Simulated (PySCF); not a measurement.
Computed shifts of a molecule C4H8ClF, PBE/pcSseg-1 in PySCF, GIAO, gas phase, equivalent atoms averaged, in ppm (number of nuclei): ¹³C: 121.7 (1), 42.0 (1), 21.8 (1), 16.2 (1). ¹⁹F: -167.0 (1). ¹H: 6.59 (1), 2.27 (1), 1.35 (3), 1.18 (3). References: ¹³C against TMS (σ = 182.0 ppm); ¹⁹F against CFCl3 (σ = 133.6 ppm); ³⁵Cl against HCl (σ = 936.5 ppm); ¹H against TMS (σ = 31.49 ppm), references at their B3LYP-D3(BJ)/def2-TZVP geometries, non-relativistic (without spin–orbit terms, shifts of atoms bonded to Cl or Br come out too high). Coordinates come from a PBE0-D3(BJ)/def2-SVP optimisation. Other conformers were not sampled.

Identify the compound among the candidates.
(A) CC[C@@H](F)CCl
(B) CC(C)[C@H](F)Cl
(C) C[C@H](F)CCCl
(D) CC[C@@](C)(F)Cl

B, CC(C)[C@H](F)Cl
